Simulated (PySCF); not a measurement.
C4H10Si2, SMILES C=C[Si@H]1CC[SiH2]1.

Geometry optimised at PBE0-D3(BJ)/def2-SVP. The structure was generated by enumeration; whether it is a known compound was not checked. Other conformers were not sampled.

Level of theory: SMD-B3LYP/def2-SVP run with PySCF.

Solvation free energies are E(SMD) − E(gas) at the gas-phase geometry, for 1 M in both phases. In vacuum the dipole moment is 0.74 D.

Computed solvation free energies in water, 2-propanol, ethylethanoate:
```csv
solvent,ΔG(solv) (kcal/mol),its non-electrostatic (CDS) part,dipole (D)
water,3.3,5.1,1.01
2-propanol,-1.7,0.0,0.99
ethylethanoate,-1.7,-0.4,0.95
```
